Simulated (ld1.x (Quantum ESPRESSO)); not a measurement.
# Transferability test, ultrasoft potential for Co

cobalt, ultrasoft, made with ld1.x (Quantum ESPRESSO) 7.5 (PBE, scalar-relativistic). Core [Ne], reference 3s2 3p6 3d7 4s2 4p0. Waves: 3s (bound): rcut 1.15, rcutus 1.25 bohr; 4s (bound): rcut 1.15, rcutus 1.25 bohr; 3p (bound): rcut 1.50, rcutus 1.85 bohr; 4p (bound, empty): rcut 1.50, rcutus 1.85 bohr; 3d (bound): rcut 1.10, rcutus 1.20 bohr; 3d channel at -0.3 Ry: rcut 1.10, rcutus 1.20 bohr. Local part: all-electron potential smoothed inside 1.75 bohr (lloc = -1). Core correction: none. Augmentation charge: PSQ, radius 1.15 bohr.

Energies are relative to the spin-unpolarised reference configuration 3s2 3p6 3d7 4s2 4p0; without spin polarisation the order of configurations can differ from experiment.

```json
{"valence configuration": "3s2 3p6 3d7 4s1 4p0", "charge": "+1", "ΔE all-electron (eV)": "9.030", "error AE − PS (meV)": "-0.5"}
{"valence configuration": "3s2 3p6 3d7 4s0 4p0", "charge": "+2", "ΔE all-electron (eV)": "25.816", "error AE − PS (meV)": "-0.4"}
{"valence configuration": "3s2 3p6 3d7 4s0 4p1", "charge": "+1", "ΔE all-electron (eV)": "14.399", "error AE − PS (meV)": "-2.1"}
{"valence configuration": "3s2 3p6 3d7.5 4s1.5 4p0", "charge": "0", "ΔE all-electron (eV)": "-0.960", "error AE − PS (meV)": "-1.2"}
{"valence configuration": "3s2 3p6 3d8 4s1 4p0", "charge": "0", "ΔE all-electron (eV)": "-1.203", "error AE − PS (meV)": "-2.9"}
{"valence configuration": "3s2 3p6 3d7 4s1.5 4p0", "charge": "+0.5", "ΔE all-electron (eV)": "3.602", "error AE − PS (meV)": "-0.3"}
```

What are ΔE and the potential's error for 3s2 3p6 3d6 4s0 4p0?

ΔE = 61.686 eV all-electron; the error (AE − PS) is -56 meV.
